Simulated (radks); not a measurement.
Radial electron density D(r) = 4 pi r^2 rho(r) of an atom or ion with 32 electrons. Method: Dirac Kohn-Sham, XLYP, spin-unpolarised, spherical densities, point nucleus; computed with a radial shooting solver on a logarithmic mesh with Libxc functionals.

r (bohr)  D(r) (e/bohr)
0.001755          1.027
0.00236           1.753
0.003173          2.951
0.004265          4.876
0.005735          7.861
0.00771           12.26
0.01037           18.28
0.01383           25.49
0.01859           33.20
0.02499           39.12
0.0336            40.78
0.04517           37.66
0.06074           33.53
0.08166           34.95
0.1089            42.76
0.1464            47.65
0.1969            39.51
0.2647            26.81
0.3559            25.81
0.4784            30.76
0.6433            25.42
0.8579            13.57
1.153             5.709
1.551             3.238
2.085             2.121
2.803            0.9710
3.769            0.2600
5.067           0.03649
6.758          0.002232

What is the nuclear charge?

Answer. Z = 33. The innermost maximum, from 1s, lies near gamma/Z bohr with gamma = sqrt(1 - (Z/c)^2) = 0.971, here 0.0294 bohr (found: 0.0318), and its height grows with Z. The density is that of the arsenic ion As+ in [Ar] 3d10 4s2 4p2; the configuration itself is not fixed sharply by these data, and Z only to about a unit. D(r) has 3 maxima, at r = 0.0318, 0.143, 0.494 bohr, and minima at 0.0669, 0.311 bohr, inside which lie 2.09, 10.97 electrons.
